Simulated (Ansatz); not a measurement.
HfTe2⁺. Charge 1, multiplicity 2. Geometry B3LYP-D4/def2-TZVP.

```xyz
3

Hf    1.2418    0.5805    0.6080
Te   -1.1444   -0.5334    0.9974
Te   -0.0974   -0.0471   -1.6054
```

In the def2 sets Hf, Te take a core potential; there is no spin–orbit coupling. Another isomer (doublet) lies 0.05 eV lower at PBE-D4/def2-TZVP; other spin states weren't run for this one.

Estimate the α-spin orbital energies around the gap (eV) in Ansatz with PBE-D4/def2-TZVP, revPBE-D4/def2-TZVP, r2SCAN-D4/def2-TZVP, PBE0-D4/def2-TZVP, CAM-B3LYP-D4/def2-TZVP.


```
orbital  PBE-D4/def2-TZVP  revPBE-D4/def2-TZVP  r2SCAN-D4/def2-TZVP  PBE0-D4/def2-TZVP  CAM-B3LYP-D4/def2-TZVP
 HOMO−5            -12.69               -12.61               -12.87             -13.56                  -14.63
 HOMO−4            -12.16               -12.07               -12.33             -13.02                  -14.05
 HOMO−3            -11.37               -11.29               -11.50             -12.27                  -13.42
 HOMO−2            -11.12               -11.05               -11.30             -12.06                  -13.18
 HOMO−1             -9.91                -9.84               -10.00             -10.64                  -11.65
   HOMO             -9.29                -9.26                -9.70             -10.39                  -11.65
   LUMO             -8.38                -8.28                -8.26              -7.65                   -6.72
 LUMO+1             -8.19                -8.08                -7.94              -7.30                   -6.32
 LUMO+2             -7.99                -7.92                -7.83              -7.17                   -6.20
 LUMO+3             -7.87                -7.81                -7.80              -7.14                   -6.12
 LUMO+4             -7.61                -7.49                -7.40              -7.05                   -6.05
 LUMO+5             -6.65                -6.54                -6.41              -5.87                   -4.94
 β HOMO             -9.84                -9.77                -9.96             -10.63                  -11.67
 β LUMO             -8.32                -8.23                -8.20              -7.58                   -6.79
```
